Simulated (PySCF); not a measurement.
Question: What does the PBE0-D3(BJ)/def2-SVP structure of InChI=1S/C6H15P/c1-4-7(5-2)6-3/h4-6H2,1-3H3 look like in three dimensions?

Answer: 
```xyz
22
C6H15P angstrom
C     -1.643   -2.259    0.414
C     -0.314   -1.532    0.553
P     -0.162   -0.047   -0.557
C      1.516    0.557   -0.028
C      2.663   -0.256   -0.611
C     -1.227    1.151    0.389
C     -1.294    2.532   -0.248
H     -2.490   -1.629    0.729
H     -1.826   -2.557   -0.631
H     -1.668   -3.170    1.032
H     -0.136   -1.230    1.601
H      0.511   -2.210    0.278
H      1.592    1.603   -0.371
H      1.569    0.582    1.075
H      2.608   -0.292   -1.710
H      2.654   -1.296   -0.248
H      3.639    0.175   -0.336
H     -2.237    0.709    0.425
H     -0.874    1.214    1.434
H     -0.310    3.026   -0.259
H     -1.982    3.193    0.302
H     -1.643    2.473   -1.290
```

Any rigid rotation of these coordinates is as good. Atoms count from 1 in this order. Of the pairs four or more bonds apart, H8···H18 is among the closest relative to their van der Waals radii: 2.37 Å, 99 % of the sum of Bondi's values. All 3 C–C bonds measure 1.522 Å. P3 (phosphine phosphorus) is pyramidal (angles 99.4°, 99.4° and 99.4°, sum 298.1°, 0.88 Å off the plane of its three neighbours). All 3 C–P bonds measure 1.861 Å.

Bonds between heavy atoms (Å): C1–C2 1.522, C2–P3 1.861, P3–C4 1.861, C4–C5 1.522, P3–C6 1.861, C6–C7 1.522.

The calculation used PBE0-D3(BJ)/def2-SVP geometry optimisation, gas phase (PySCF 2.14.0).

Point group: C3 (every atom within 0.08 Å of its image). PBE0-D3(BJ)/def2-SVP frequencies: not computed here. The numbers are those of one conformer (C1–C2–P3–C4 178°, C2–P3–C4–C5 77°, C2–P3–C6–C7 178°).
